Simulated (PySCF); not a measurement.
## Atomic charges by several schemes

Compound: C8H10OSi.
Z-matrix (Å and degrees, GFN2-xTB geometry), rows numbered from 1:
```
C 
C   1  1.3210
C   2  1.4993  1  119.14
Si  3  1.9108  2  104.19  1    -1.09
C   4  1.8738  3  113.17  2   119.02
C   5  1.3698  4  133.77  3   -37.74
C   6  1.4117  5  106.85  4  -179.75
C   7  1.3617  6  105.63  5     0.04
O   8  1.3392  7  110.75  6    -0.02
C   1  1.4998  2  119.17  3    -0.02
H   1  1.0808  2  122.53  3  -179.82
H   2  1.0810  1  122.58  3   179.90
H   3  1.0913  2  109.85  1   121.14
H   3  1.0907  2  109.65  1  -122.47
H   4  1.4675  3  113.98  2  -116.30
H   6  1.0710  5  126.12  4     0.02
H   7  1.0710  6  127.37  5  -179.83
H   8  1.0726  7  131.73  6   179.98
H  10  1.0918  1  109.89  2  -120.93
H  10  1.0910  1  109.84  2   122.61
```

Density: PBE0/pcSseg-1 (PySCF); schemes: Mulliken, IAO, Hirshfeld and ESP-fitted. Geometry: GFN2-xTB, one conformer, isolated molecule.

**Question.** Atoms with like bonding are taken together and averaged. Which atoms carry the lowest charge in the Mulliken, IAO, Hirshfeld and ESP-fitted schemes?

**Answer.** The schemes don't all agree: Mulliken C3/C10 (-0.525); IAO C3/C10 (-0.554); Hirshfeld C3/C10 (-0.165); ESP-fitted C7 (-0.353).

**Question.** Which atoms carry the highest charge in the Mulliken, IAO, Hirshfeld and ESP-fitted schemes?

**Answer.** All schemes agree: Mulliken Si4 (+0.975); IAO Si4 (+0.901); Hirshfeld Si4 (+0.371); ESP-fitted Si4 (+0.234).

**Question.** Give the atomic charges in each scheme.

**Answer.** In e; atoms taken as equivalent share a row and are averaged (×n: the atom named and its like, n in all):

```json
{"atom": "C1/C2", "environment": "alkene CH carbon", "Mulliken": "-0.161", "IAO": "-0.154", "Hirshfeld": "-0.056", "ESP-fitted": "-0.207"}
{"atom": "C3/C10", "environment": "sp3 carbon bound to silicon", "Mulliken": "-0.525", "IAO": "-0.554", "Hirshfeld": "-0.165", "ESP-fitted": "-0.033"}
{"atom": "Si4", "environment": "SiH silicon", "Mulliken": "+0.975", "IAO": "+0.901", "Hirshfeld": "+0.371", "ESP-fitted": "+0.234"}
{"atom": "C5", "environment": "substituted aromatic carbon", "Mulliken": "-0.086", "IAO": "-0.134", "Hirshfeld": "-0.048", "ESP-fitted": "+0.021"}
{"atom": "C6", "environment": "aromatic CH carbon", "Mulliken": "-0.133", "IAO": "-0.207", "Hirshfeld": "-0.084", "ESP-fitted": "-0.143"}
{"atom": "C7", "environment": "aromatic CH carbon", "Mulliken": "-0.165", "IAO": "-0.226", "Hirshfeld": "-0.090", "ESP-fitted": "-0.353"}
{"atom": "C8", "environment": "aromatic CH next to a ring oxygen", "Mulliken": "+0.158", "IAO": "+0.008", "Hirshfeld": "+0.009", "ESP-fitted": "+0.012"}
{"atom": "O9", "environment": "furan-type oxygen", "Mulliken": "-0.375", "IAO": "-0.222", "Hirshfeld": "-0.060", "ESP-fitted": "-0.160"}
{"atom": "H11/H12", "environment": "vinylic hydrogen", "Mulliken": "+0.093", "IAO": "+0.145", "Hirshfeld": "+0.043", "ESP-fitted": "+0.119"}
{"atom": "H13/H19", "environment": "methylene hydrogen", "Mulliken": "+0.152", "IAO": "+0.155", "Hirshfeld": "+0.038", "ESP-fitted": "+0.029"}
{"atom": "H14/H20", "environment": "methylene hydrogen", "Mulliken": "+0.151", "IAO": "+0.155", "Hirshfeld": "+0.040", "ESP-fitted": "+0.050"}
{"atom": "H15", "environment": "Si–H hydrogen", "Mulliken": "-0.076", "IAO": "-0.117", "Hirshfeld": "-0.076", "ESP-fitted": "-0.066"}
{"atom": "H16", "environment": "aromatic hydrogen", "Mulliken": "+0.087", "IAO": "+0.164", "Hirshfeld": "+0.057", "ESP-fitted": "+0.175"}
{"atom": "H17", "environment": "aromatic hydrogen", "Mulliken": "+0.091", "IAO": "+0.167", "Hirshfeld": "+0.057", "ESP-fitted": "+0.209"}
{"atom": "H18", "environment": "aromatic hydrogen", "Mulliken": "+0.103", "IAO": "+0.172", "Hirshfeld": "+0.063", "ESP-fitted": "+0.158"}
```

Mean size of the charges over all atoms: IAO 0.232 e, Mulliken 0.221 e, ESP-fitted 0.120 e, Hirshfeld 0.080 e. Each set sums to the total charge, 0, to within 0.001 e. The Hirshfeld scheme weights the molecular density at each point by an atom's share of the summed free-atom densities.

Some averages cover members that differ in this geometry: C1/C2, ESP-fitted -0.236 to -0.179; C3/C10, ESP-fitted -0.047 to -0.019 e.

**Question.** How many electrons does the Hirshfeld scheme count on C5?

**Answer.** Z − q = 6 − (-0.048) = 6.048.

**Question.** How closely do the schemes follow one another over all atoms?

**Answer.** Correlation coefficient and root-mean-square difference: IAO with Hirshfeld 0.98, 0.198 e; Mulliken with IAO 0.98, 0.066 e; Mulliken with Hirshfeld 0.96, 0.204 e; Hirshfeld with ESP-fitted 0.68, 0.111 e; IAO with ESP-fitted 0.66, 0.235 e; Mulliken with ESP-fitted 0.61, 0.248 e.

**Question.** Sum the charges by element, for elements with more than one atom.

**Answer.** 
```tsv
element	atoms	Mulliken	IAO	Hirshfeld	ESP-fitted
C	8	-1.598	-1.974	-0.655	-0.944
H	10	+0.997	+1.295	+0.344	+0.870
```

The run behind these numbers computed NMR shieldings as well. Time: 1.7 min of wall time. Hardware: an x86-64 server with one thread, no GPU (shared host).
